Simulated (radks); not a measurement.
Values are calculated unless marked as measured or tabulated.
Question: These are the eigenvalues of the occupied orbitals of an atom or ion with whole-number occupations (eV). Code: a radial shooting solver on a logarithmic mesh with Libxc functionals. Model: scalar-relativistic Kohn-Sham, PBEsol, spin-polarised, spherical densities, finite nucleus; Fermi nuclear charge, rms radius of each element as measured or else 0.836 A^(1/3) + 0.57 fm.

1s up: -46651.47
1s down: -46651.47
2s up: -7623.003
2s down: -7622.964
2p up: -6801.467
2p down: -6801.440
3s up: -1669.935
3s down: -1668.058
3p up: -1413.052
3p down: -1411.187
3d up: -1064.685
3d down: -1063.242
4s up: -332.8237
4s down: -328.2166
4p up: -248.4103
4p down: -243.8024
4d up: -129.9597
4d down: -125.3596
5s up: -44.2014
5s down: -41.4967
5p up: -23.9410
5p down: -21.9157
4f up: -3.6999
6s up: -3.6901
6s down: -3.4519

Which element is it, and in what charge state? The configuration may be excited. Open shells, if any, are filled with parallel spins first.

Answer: Z = 62, samarium, charge 0: Sm in [Xe] 4f6 6s2. The list shows which subshells hold electrons but not how many an open one holds; the 1s level, -1714.4 hartree, gives Z - s = 58.6 by -(Z - s)^2/2, which with screening and relativity narrows Z to a few neighbours, and the depths of the outer levels then fix element, charge and occupations together.
